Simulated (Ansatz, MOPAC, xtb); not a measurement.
Complex: CH4O (SMILES CO) (first 6 atoms) with CH2F2 (SMILES FCF); geometry from B3LYP-D3(BJ)/def2-TZVP, rigid monomers moved along the line of their centres of mass till O2···H11 is 2.05 Å.
(charge 0, multiplicity 1):
```xyz
11

C      0.387    -0.581     0.425
O      0.263     0.755     0.909
H     -0.270    -0.764    -0.431
H      0.092    -1.238     1.240
H      1.418    -0.817     0.143
H      0.540     1.364     0.218
F     -0.026    -1.059     3.644
C      0.235     0.259     3.906
F      1.376     0.325     4.654
H     -0.590     0.658     4.499
H      0.393     0.773     2.960
```

Monomers are frozen at their geometry in the pair; levels with a basis set take the counterpoise correction.

Correlated levels freeze the cores. The state that PM3 reach isn't checked.

Run with Ansatz (Gaussian orbitals); MOPAC for PM3 (differences of heats of formation); xtb for the GFN methods. Each number belongs to the level named beside it.

Question: What is the computed interaction energy (GFN2-xTB)?

Answer: -3.5 kcal/mol

Question: Give the interaction energy at the level CCSD(T)/aug-cc-pVDZ.

Answer: -2.0 kcal/mol

Question: What is the computed interaction energy (PM3)?

Answer: -0.3 kcal/mol

Ansatz is a quantum-chemistry and plane-wave program.
